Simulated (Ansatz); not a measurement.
Species: C3H3O, charge -1, multiplicity 1. It need not be the lowest isomer of its formula. Whether it binds its extra electron was not tested at this geometry. 
Structure (B3LYP-D3(BJ)/def2-TZVP (Ansatz, an electronic-structure program) minimum search):
```
C
H 1 1.1024
H 1 1.1024 2 111.36
C 1 1.5116 2 121.09 3 152.07
C 4 1.3260 1 66.04 2 105.31
O 5 1.2460 4 155.88 1 180.00
H 4 1.0805 5 151.79 6 0.00
```
Charge -1, spin multiplicity 1.

Basis-set convergence of Hartree-Fock and CCSD correlation energies (hartree) with Ansatz. Correlated levels leave the core frozen unless marked. Spin-orbit coupling is left out. Non-relativistic.

| basis | functions | E(HF) | E(corr, CCSD) |
|---|---|---|---|
| aug-cc-pVDZ | 119 | -190.13703 | -0.64296 |
| aug-cc-pVTZ | 253 | … | … |

### Question
Fill in the missing entries.

### Answer

- aug-cc-pVTZ, E(HF): -190.18175
- aug-cc-pVTZ, E(corr, CCSD): -0.75637
